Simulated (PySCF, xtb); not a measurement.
CH₃AlClFS, SMILES C[S][Al]([F])[Cl]. One conformer was computed; it need not be the lowest.

Harmonic wavenumbers (cm⁻¹) from xtb with GFN2-xTB at its own minimum, in rising order: 56, 98, 100, 160, 196, 211, 408, 611, 699, 775, 944, 950, 1318, 1432, 1449, 3028, 3048, 3050.

What does PBE0-D3(BJ)/def2-SVP (PySCF) give at its own minimum? (The exact figures need the calculation; the answer reports its results.)

58, 89, 108, 177, 223, 228, 433, 629, 716, 885, 969, 985, 1338, 1455, 1457, 3079, 3197, 3203. Paired by order, the mean absolute difference is 40 cm⁻¹ and the zero-point energies are 26.5 and 27.5 kcal/mol.
